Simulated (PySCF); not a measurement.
## AuBr₂⁺, triplet: computed properties

Method: UPBE0/[Au def2-SVP with ECP60, Br def2-SVP], scalar-relativistic core potentials, density fitting, no spin–orbit coupling, PySCF.

The structure is a minimum.

```xyz
3
charge 1 multiplicity 3, angstrom
Au    0.0000    0.0000    0.0000
Br    2.3215    0.0000    0.0000
Br   -2.3215    0.0000    0.0000
```

```json
{
  "Point group": "D∞h",
  "Bond lengths": "Au–Br 2.322 Å (×2)",
  "Bond angles": "Br–Au–Br 180.0°",
  "Lowest empty level (β)": "-12.21 eV",
  "Rotational constants": "0.01982 cm⁻¹",
  "Heat capacity Cp at 298.15 K": "60.0 J/(mol K)",
  "Highest occupied level (β)": "-14.33 eV",
  "Enthalpy at 298.15 K above 0 K": "15.32 kJ/mol",
  "Principal quadrupole moments (Buckingham, traceless) about the centre of mass": "-10.79, -10.79, 21.58 D Å",
  "Dipole moment about the centre of mass": "0.00 D",
  "Zero-point energy": "4.0 kJ/mol",
  "Rotational symmetry number": "2",
  "Entropy at 298.15 K and 1 bar (electronic part: spin only)": "320.1 J/(mol K)",
  "Principal polarisabilities": "35.1, 35.1, 187.0 bohr³",
  "Spin squared ⟨S²⟩": "2.008"
}
```

Harmonic modes (masses in u: Au 196.967, Br 78.918):
| symmetry | ω (cm⁻¹) | IR (km/mol, summed over degenerate members) | μ (u) | type |
| --- | --- | --- | --- | --- |
| πu | 66 | 0.4 | 107.61 | bend |
| σg+ | 234 | 0.0 | 78.92 | stretch |
| σu+ | 304 | 0.6 | 107.61 | stretch |

In D∞h the vibrations span πu + σg+ + σu+. The σg+ mode carries no infrared intensity, as symmetry demands. With a centre of inversion only u modes can be infrared active and only g modes Raman active.

Charges (e):
```json
{"atom": "Au1", "Mulliken": "0.41", "Löwdin": "-0.03", "polar tensor": "0.54", "spin (Mulliken)": "0.37", "Mayer order to Au1": "–"}
{"atom": "Br2,3", "Mulliken": "0.30", "Löwdin": "0.52", "polar tensor": "0.23", "spin (Mulliken)": "0.82", "Mayer order to Au1": "1.09"}
```
Other Mayer orders above 0.3: Br–Br 0.67.

Mulliken populations on Au1 (electrons outside its core potential): s 2.96, p 6.19, d 9.43, f 0.01.

Formally Au is in oxidation state +3, d8, with 2 unpaired electrons (the high-spin count). The Mulliken spin on Au is 0.37, so most of the spin sits on the ligands and the formal count fails. The polar-tensor charge on Au, 0.54, is far below the formal one.

This need not be the most stable arrangement of these atoms. Open d and f shells are described by one determinant, and the ground state may have another occupation or spin. No spin–orbit coupling is included, which matters more the heavier the element.

The final relaxation and frequency run took 86 s on 4 threads of a shared Intel Xeon @ 2.50GHz (Skylake/Cascade Lake) host, with 96 basis functions and 7 gradients; the process peaked at 0.91 GiB. Launch command: `OMP_NUM_THREADS=4 python axn.py task.json out`.
